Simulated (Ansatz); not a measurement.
Gas-phase electronic energies from Ansatz, PBE0-D4/def2-TZVP geometries. CCSD(T)/CBS is the MP2 limit (def2-TZVPP, def2-QZVPP) plus CCSD(T) − MP2 in def2-TZVPP, frozen cores. DFT in def2-TZVPP. For Ga outer-core shells are correlated without core-valence functions, which leaves a few kJ/mol of doubt a bond. Scalar relativity is left out up to krypton. One conformer a species, not always the lowest.

`[SiH3][O][Ga]([Cl])[Cl]` + `O[Si](O)(F)O[SiH3]` → `O[Si](F)(O[SiH3])O[SiH3]` + `[OH][Ga]([Cl])[Cl]`  (ligand exchange at the Si–O bond)

`[SiH3][O][Ga]([Cl])[Cl]`:

```xyz
8

Si    0.612   -1.313   -0.159
O    -0.461   -0.220    0.431
Ga   -0.831    1.488    0.291
Cl    0.322    2.735   -0.970
Cl   -2.444    2.267    1.404
H     1.756   -0.633   -0.822
H    -0.070   -2.190   -1.146
H     1.115   -2.135    0.970
```

`O[Si](O)(F)O[SiH3]`:

Cartesian coordinates in Å:
```
O -1.452 1.143 1.351
Si -1.058 -0.019 0.289
O -1.362 0.518 -1.208
F -1.920 -1.308 0.630
O 0.485 -0.459 0.359
Si 1.930 -0.446 -0.418
H -1.554 0.905 2.273
H -2.171 1.008 -1.360
H 2.941 -1.001 0.514
H 2.300 0.943 -0.789
H 1.860 -1.285 -1.640
```

`O[Si](F)(O[SiH3])O[SiH3]`:

Cartesian coordinates in Å:
```
O 1.214 0.342 -1.869
Si 0.449 0.785 -0.511
F 0.213 2.352 -0.519
O -0.972 0.040 -0.476
Si -2.128 -0.741 -1.344
O 1.310 0.445 0.804
Si 1.308 -0.124 2.342
H 2.081 0.702 -2.056
H -2.466 0.035 -2.562
H -1.640 -2.087 -1.731
H -3.324 -0.870 -0.478
H 0.459 -1.338 2.434
H 0.788 0.916 3.265
H 2.707 -0.459 2.701
```

`[OH][Ga]([Cl])[Cl]`:

Z-matrix (Å, degrees):
```
Ga
O 1 1.765
Cl 1 2.123 2 120.6
Cl 1 2.109 2 118.8 3 -180.0
H 2 0.961 1 112.9 3 -0.1
```

Question: Is it downhill or uphill in electronic energy at CCSD(T)/CBS, and by how much? (Best estimate.)

Answer: The calculation gave: Downhill: ΔE = -6.1 kJ/mol.

Question: What do these levels give: r2SCAN, PBE0, CCSD/def2-TZVPP, HF/def2-QZVPP, HF/CBS(def2), MP2/CBS(def2)? (Best estimate.)

Answer: Computed: r2SCAN -6.4, PBE0 -5.8, CCSD/def2-TZVPP -4.7, HF/def2-QZVPP -5.6, HF/CBS(def2) -5.7, MP2/CBS(def2) -5.7 kJ/mol.

Largest T1 diagnostic among the species: 0.012.
